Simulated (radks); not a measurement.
Ionisation of the boron ion B+, [He] 2s2, to [He] 2s1 as the strength of local exchange is varied. Method: non-relativistic Kohn-Sham, Slater X-alpha exchange (alpha = 2/3 is LDA exchange), no correlation, spin-polarised, spherical densities, point nucleus; computed with a radial shooting solver on a logarithmic mesh with Libxc functionals.

alpha = 0.644: E(B+) (hartree) -23.68402; exchange (hartree) -2.89280; IE (eV) 22.638; -e of the level emptied (eV) 17.894 (2s); <r> of it (bohr) 1.815
alpha = 0.652: E(B+) (hartree) -23.71997; exchange (hartree) -2.93145; IE (eV) 22.715; -e of the level emptied (eV) 17.984 (2s); <r> of it (bohr) 1.812
alpha = 0.659: E(B+) (hartree) -23.75146; exchange (hartree) -2.96533; IE (eV) 22.782; -e of the level emptied (eV) 18.063 (2s); <r> of it (bohr) 1.809
alpha = 0.667: E(B+) (hartree) -23.78747; exchange (hartree) -3.00410; IE (eV) 22.859; -e of the level emptied (eV) 18.153 (2s); <r> of it (bohr) 1.806
alpha = 0.754: E(B+) (hartree) -24.18128; exchange (hartree) -3.43006; IE (eV) 23.709; -e of the level emptied (eV) 19.149 (2s); <r> of it (bohr) 1.775
alpha = 0.897: E(B+) (hartree) -24.83712; exchange (hartree) -4.14728; IE (eV) 25.143; -e of the level emptied (eV) 20.841 (2s); <r> of it (bohr) 1.726
alpha = 0.966: E(B+) (hartree) -25.15738; exchange (hartree) -4.50094; IE (eV) 25.852; -e of the level emptied (eV) 21.682 (2s); <r> of it (bohr) 1.703

NIST Atomic Spectra Database: 25.155 eV (measured). The Delta-SCF value meets it near alpha = 0.90.
